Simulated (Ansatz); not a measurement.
```yaml
crystal:
  periodic: [false, false, false]
  atoms:
    - {symbol: C, position_ang: [-0.333019, -1.864143, 2.650465]}
    - {symbol: C, position_ang: [-0.089579, -0.910577, 1.608379]}
    - {symbol: N, position_ang: [0.193386, -0.227303, 0.604947]}
    - {symbol: B, position_ang: [0.636972, 0.805168, -0.602221]}
    - {symbol: C, position_ang: [0.765510, -0.240544, -1.886725]}
    - {symbol: C, position_ang: [-0.617154, 1.715923, -0.840557]}
    - {symbol: H, position_ang: [-1.483229, -1.307885, 3.010646]}
    - {symbol: H, position_ang: [-0.373871, -2.632733, 2.336703]}
    - {symbol: H, position_ang: [0.259474, -1.547274, 3.286354]}
    - {symbol: H, position_ang: [1.412502, 1.421777, -0.435841]}
    - {symbol: H, position_ang: [1.583062, -0.951023, -1.734820]}
    - {symbol: H, position_ang: [0.063278, -0.690938, -2.317301]}
    - {symbol: H, position_ang: [1.123292, 0.251124, -2.805498]}
    - {symbol: H, position_ang: [-0.447838, 2.409321, -1.673540]}
    - {symbol: H, position_ang: [-1.544865, 1.194011, -1.082800]}
    - {symbol: H, position_ang: [-0.909325, 2.199675, -0.060898]}
basis:
  gaussian: {orbitals: x2c-TZVPPall, nuclear_model: gaussian}
hamiltonian: {xc: {name: PBE0}}
outputs: {forces: true}
```

```sh
$ ansatz run in.yaml --threads 4 --pin off --events-out ev --progress --plain --max-ram 11315MiB
```

Problem. How does Ansatz answer? (Best estimate.)

Solution. The calculation gave: The program refused the input.
```
Error: YAML parse error: error: line 23 column 1: unknown field `outputs`, expected one of crystal, accuracy, basis, kpoints, hamiltonian, magnetization, projection, total_charge, correlation, batch, efield, external_charges, scf, relax, neb, saddle, md, ramp, phonons, dielectric, real_time, elastic, magnetic_configurations, gw, evaluate, workflow, output, checkpoint, execution
21 |   gaussian: {orbitals: x2c-TZVPPall, nuclear_model: gaussian}
22 | hamiltonian: {xc: {name: PBE0}}
23 | outputs: {forces: true}
```
